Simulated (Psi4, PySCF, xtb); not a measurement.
Relaxed torsion scan: SMILES C(C=C)[SiH2]Cl (C3H7ClSi), singlet. Scanned: dihedral C1–C2–C3–Si4; all other coordinates were relaxed at GFN2-xTB. Points at φ and −φ are mirror images. Heavy atoms are numbered in the order of the SMILES C=CC[SiH2]Cl, hydrogens after them in the order of the atoms that carry them; the mirror image has the same energies with the sign of each dihedral reversed.

- RHF/6-31G* = PySCF 2.14.0 with restricted Hartree-Fock/6-31G*, spherical d, density fitting // GFN2-xTB
- GFN1-xTB // GFN2-xTB (xtb)
- RMP2/3-21G = restricted MP2 (frozen core)/3-21G // GFN2-xTB (PySCF)
- MP2/cc-pVTZ = DF-MP2 (frozen core)/cc-pVTZ // GFN2-xTB (Psi4)

Energies relative to the lowest point of each profile, in eV; the last columns give the difference from MP2:

```csv
φ / °,RHF/6-31G*,GFN1-xTB,RMP2/3-21G,MP2/cc-pVTZ,RHF/6-31G* − MP2/cc-pVTZ,GFN1-xTB − MP2/cc-pVTZ,RMP2/3-21G − MP2/cc-pVTZ
-165,0.150,0.113,0.152,0.147,0.003,-0.033,0.005
-150,0.100,0.080,0.108,0.098,0.002,-0.019,0.010
-135,0.050,0.045,0.061,0.050,0.000,-0.005,0.011
-120,0.015,0.018,0.025,0.016,-0.001,0.003,0.009
-105,0.000,0.003,0.004,0.000,0.000,0.003,0.004
-90,0.006,0.000,0.000,0.004,0.002,-0.004,-0.004
-75,0.027,0.009,0.010,0.024,0.003,-0.015,-0.014
-60,0.060,0.031,0.036,0.059,0.001,-0.027,-0.023
-45,0.098,0.052,0.071,0.091,0.006,-0.039,-0.021
-30,0.111,0.057,0.086,0.097,0.014,-0.040,-0.011
-15,0.108,0.056,0.088,0.090,0.018,-0.034,-0.003
0,0.104,0.055,0.087,0.086,0.018,-0.031,0.001
15,0.108,0.056,0.088,0.090,0.018,-0.034,-0.003
30,0.111,0.057,0.086,0.097,0.014,-0.040,-0.011
45,0.098,0.052,0.071,0.091,0.006,-0.039,-0.021
60,0.060,0.031,0.036,0.059,0.001,-0.027,-0.023
75,0.027,0.009,0.010,0.024,0.003,-0.015,-0.014
90,0.006,0.000,0.000,0.004,0.002,-0.004,-0.004
105,0.000,0.003,0.004,0.000,0.000,0.003,0.004
120,0.015,0.018,0.025,0.016,-0.001,0.003,0.009
135,0.050,0.045,0.061,0.050,0.000,-0.005,0.011
150,0.100,0.080,0.108,0.098,0.002,-0.019,0.010
165,0.150,0.113,0.152,0.147,0.003,-0.033,0.005
180,0.172,0.129,0.171,0.169,0.003,-0.040,0.002
```

RHF/6-31G* is furthest from MP2/cc-pVTZ at 0 (0.018 eV, above); its mean absolute difference over the points is 0.005 eV.

GFN1-xTB is furthest from MP2/cc-pVTZ at 180 (-0.040 eV, below); its mean absolute difference over the points is 0.022 eV.

RMP2/3-21G is furthest from MP2/cc-pVTZ at -60 (-0.023 eV, below); its mean absolute difference over the points is 0.010 eV.
